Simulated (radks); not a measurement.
The numbers below are computed, except where a source is named.
Task: Au51+, configuration [Ar] 3d10 (the NIST ground configuration). Code: a radial shooting solver on a logarithmic mesh with Libxc functionals. Model: Dirac Kohn-Sham, PBE, spin-unpolarised, spherical densities, point nucleus. Some entries of the table are withheld. Estimate them.

orbital  occ.  eigenvalue (hartree)  <r> (bohr)
1s1/2       2             -3068.585     0.01686
2s1/2       2             -624.6138         (1)
2p1/2       2                   (2)     0.05782
2p3/2       4                   (3)     0.06632
3s1/2       2             -219.8630      0.1795
3p1/2       2             -210.7017      0.1696
3p3/2       4             -194.9838      0.1839
3d3/2       4             -180.2809      0.1595
3d5/2       6             -176.8386      0.1639

Result: 
(1) 2s1/2 <r> (bohr): 0.07027
(2) 2p1/2 eigenvalue (hartree): -603.6390
(3) 2p3/2 eigenvalue (hartree): -535.7795
